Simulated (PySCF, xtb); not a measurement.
C2H9BN2, SMILES CN(C)BN. One conformer was computed; it need not be the lowest.

Harmonic wavenumbers (cm⁻¹) from GFN2-xTB run with xtb at its own minimum, in rising order: 83, 167, 199, 276, 283, 396, 409, 471, 475, 769, 798, 917, 1050, 1063, 1097, 1107, 1136, 1219, 1273, 1410, 1417, 1461, 1478, 1487, 1498, 1516, 1555, 2596, 2884, 2886, 2914, 2923, 3046, 3048, 3512, 3559.

Problem. What does r2SCAN-D4/def2-SVP (PySCF) give at its own minimum? (An estimate is asked for; the answer gives what the named calculation found.)

Solution. 36, 185, 226, 271, 275, 338, 401, 495, 538, 766, 891, 942, 1077, 1078, 1111, 1131, 1165, 1249, 1301, 1420, 1439, 1447, 1458, 1467, 1478, 1541, 1607, 2568, 2966, 2976, 3021, 3032, 3139, 3150, 3620, 3729. Paired by order, the mean absolute difference is 45 cm⁻¹ and the zero-point energies are 74.9 and 76.5 kcal/mol.
